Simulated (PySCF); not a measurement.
Isomers of [C8H16P]+ (charge +1), one GFN2-xTB conformer each. Single-point energies are computed at PBE0/pcSseg-1 (PySCF, gas phase, no added dispersion term), electronic only.

```
                SMILES  GFN2-xTB relative energy (kcal/mol)
  CC(C)(C)[PH+]1CC=CC1                                  0.0
 C[P@@H+](C1CCC1)C1CC1                                 12.9
C=C(C)[P+](C)(C)/C=C\C                                 16.9
      CCCC[PH+]1CC=CC1                                  3.7
   CC(C)[PH2+]C1=CCCC1                                  3.9
C/C=C\[P@@H+](C)C1CCC1                                 14.3
```

Conformers: `[CH3:1][P@@H+:2]([CH:3]1[CH2:4][CH2:5][CH2:6]1)[CH:7]1[CH2:8][CH2:9]1` (charge +1) with C1–P2–C3–C4 -73°, C1–P2–C7–C8 142°, P2–C3–C4–C5 -103°, C3–C4–C5–C6 -11°, C4–C5–C6–C3 11°, P2–C7–C8–C9 -106°; `[CH2:1]=[C:2]([CH3:3])[P+:4]([CH3:5])([CH3:6])/[CH:7]=[CH:8]\[CH3:9]` (charge +1) with C1–C2–P4–C5 148°, C2–P4–C7–C8 59°; `[CH3:1][CH2:2][CH2:3][CH2:4][PH+:5]1[CH2:6][CH:7]=[CH:8][CH2:9]1` (charge +1) with C1–C2–C3–C4 -176°, C2–C3–C4–P5 -52°, C3–C4–P5–C6 -164°; `[CH3:1][CH:2]([CH3:3])[PH2+:4][C:5]1=[CH:6][CH2:7][CH2:8][CH2:9]1` (charge +1) with C1–C2–P4–C5 176°, C2–P4–C5–C6 93°, C5–C6–C7–C8 11°, C6–C7–C8–C9 -19°, C7–C8–C9–C5 19°, P4–C5–C9–C8 168°; `[CH3:1]/[CH:2]=[CH:3]\[P@@H+:4]([CH3:5])[CH:6]1[CH2:7][CH2:8][CH2:9]1` (charge +1) with C2–C3–P4–C5 148°, C3–P4–C6–C7 72°, P4–C6–C7–C8 129°, C6–C7–C8–C9 -11°, C7–C8–C9–C6 11°, P4–C6–C9–C8 -131°.

Q: What does PBE0/pcSseg-1 give for the same structures?

A: 
```json
{"SMILES": "CC(C)(C)[PH+]1CC=CC1", "PBE0/pcSseg-1 E (Eh)": "-655.02484", "PBE0/pcSseg-1 (kcal/mol)": "0.0", "GFN2-xTB (kcal/mol)": "0.0", "point group": "Cs"}
{"SMILES": "CCCC[PH+]1CC=CC1", "PBE0/pcSseg-1 E (Eh)": "-655.01947", "PBE0/pcSseg-1 (kcal/mol)": "3.4", "GFN2-xTB (kcal/mol)": "3.7", "point group": "C1"}
{"SMILES": "C=C(C)[P+](C)(C)/C=C\\C", "PBE0/pcSseg-1 E (Eh)": "-655.01389", "PBE0/pcSseg-1 (kcal/mol)": "6.9", "GFN2-xTB (kcal/mol)": "16.9", "point group": "C1"}
{"SMILES": "CC(C)[PH2+]C1=CCCC1", "PBE0/pcSseg-1 E (Eh)": "-655.01094", "PBE0/pcSseg-1 (kcal/mol)": "8.7", "GFN2-xTB (kcal/mol)": "3.9", "point group": "C1"}
{"SMILES": "C/C=C\\[P@@H+](C)C1CCC1", "PBE0/pcSseg-1 E (Eh)": "-654.99408", "PBE0/pcSseg-1 (kcal/mol)": "19.3", "GFN2-xTB (kcal/mol)": "14.3", "point group": "C1"}
{"SMILES": "C[P@@H+](C1CCC1)C1CC1", "PBE0/pcSseg-1 E (Eh)": "-654.98798", "PBE0/pcSseg-1 (kcal/mol)": "23.1", "GFN2-xTB (kcal/mol)": "12.9", "point group": "C1"}
```

Both levels put the same isomer lowest; measured from each level's own lowest isomer, the values differ by up to 10.2 kcal/mol (C[P@@H+](C1CCC1)C1CC1: 12.9 against 23.1). As drawn, the highest has a three-membered ring and a four-membered ring, which the lowest lacks. Neighbours under 5.0 kcal/mol apart (CC(C)(C)[PH+]1CC=CC1 and CCCC[PH+]1CC=CC1; CCCC[PH+]1CC=CC1 and C=C(C)[P+](C)(C)/C=C\C; C=C(C)[P+](C)(C)/C=C\C and CC(C)[PH2+]C1=CCCC1; C/C=C\[P@@H+](C)C1CCC1 and C[P@@H+](C1CCC1)C1CC1) can change places with a better method, another conformer or zero-point energy.

Q: Which frontier levels and rotational constants go with these structures?

A: 
```
                SMILES  HOMO (eV, PBE0/pcSseg-1)  LUMO (eV)       A, B, C (MHz)
  CC(C)(C)[PH+]1CC=CC1                    -11.75      -3.91   2412, 1001, 908.3
      CCCC[PH+]1CC=CC1                    -11.79      -4.08  3189, 690.8, 626.9
C=C(C)[P+](C)(C)/C=C\C                    -12.00      -5.00   1573, 1158, 952.7
   CC(C)[PH2+]C1=CCCC1                    -11.58      -5.19  3004, 711.9, 655.3
C/C=C\[P@@H+](C)C1CCC1                    -12.07      -5.07  1812, 971.8, 698.0
 C[P@@H+](C1CCC1)C1CC1                    -12.68      -3.63  2219, 954.3, 737.3
```
